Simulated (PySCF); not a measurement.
Estimate the missing entries of this data sheet.

Species: C4H12NSSi (doublet state).
Z-matrix (Å and degrees, GFN2-xTB geometry), rows numbered from 1:
```
C 
C   1  1.4799
C   2  1.4117  1  123.14
C   3  1.5089  2  117.54  1   163.20
S   3  2.0487  2  106.02  1   -80.81
Si  5  2.1280  3  100.59  2   129.86
N   6  1.7239  5  106.67  3   -62.68
H   1  1.0874  2  111.06  3   -10.77
H   1  1.0934  2  110.63  3   110.16
H   1  1.0920  2  110.39  3  -131.93
H   2  1.0796  1  117.23  3  -168.35
H   3  1.0875  2  114.05  1    26.88
H   4  1.0870  3  110.37  2    51.59
H   4  1.0870  3  110.68  2   171.81
H   4  1.0898  3  109.54  2   -68.31
H   6  1.4587  5  104.57  3   171.58
H   6  1.4596  5  109.97  3    50.74
H   7  1.0086  6  118.18  5   -45.79
H   7  1.0071  6  118.50  5   177.35
```

```tsv
property	level	value
point group of the GFN2-xTB geometry	GFN2-xTB	?
rotational constants A, B, C of the GFN2-xTB geometry	GFN2-xTB	?
isotropic g value	unrestricted B3LYP/pcH-1, mean-field spin–orbit	?
spin squared ⟨S²⟩	unrestricted B3LYP/pcH-1	?
largest isotropic hyperfine couplings (means over sets of like nuclei)	unrestricted B3LYP/pcH-1, mean-field spin–orbit	13C +77.6 (C2), 1H +61.1 (H8/H9/H10), 33S +55.1 (S5), 1H -50.6 (H11), 1H +34.4 (H12) MHz
```

The electronic properties come from PySCF, for the isolated species, density fitting. One conformer (not necessarily the lowest) at the GFN2-xTB geometry, without solvent or vibrations. Hyperfine couplings depend on the geometry, which wasn't re-optimised at a DFT level. Couplings of like nuclei are plain means over topologically equivalent atoms, as if these changed places fast (by rotation of a methyl-like group, say); in this geometry the members of some sets differ.

**Question.** What is the spin squared ⟨S²⟩?

**Answer.** 0.758.

**Question.** Give the isotropic g value.

**Answer.** 2.00498.

**Question.** What are the rotational constants A, B, C of the GFN2-xTB geometry?

**Answer.** 2.196, 1.170, 0.931 GHz.

**Question.** Give the point group of the GFN2-xTB geometry.

**Answer.** C1.

With B = h/(8π²I), that is 505.379 GHz u Å² over I, the principal moments of inertia are 230.2, 431.8 and 542.9 u Å² (most abundant isotopes); the inertial defect Ic − Ia − Ib is -119.1 u Å² (zero for a rigid planar frame, negative otherwise). At 9.50 GHz, hν = g·μB·B₀ (B₀ the magnetic field) puts the centre of the isotropic spectrum, to first order, at 338.5 mT. ⟨S²⟩ is 0.008 above the pure-spin value S(S + 1) = 0.75. The rotational constants make it an asymmetric top with κ = (2B − A − C)/(A − C) = -0.62, nearer the prolate limit (−1).
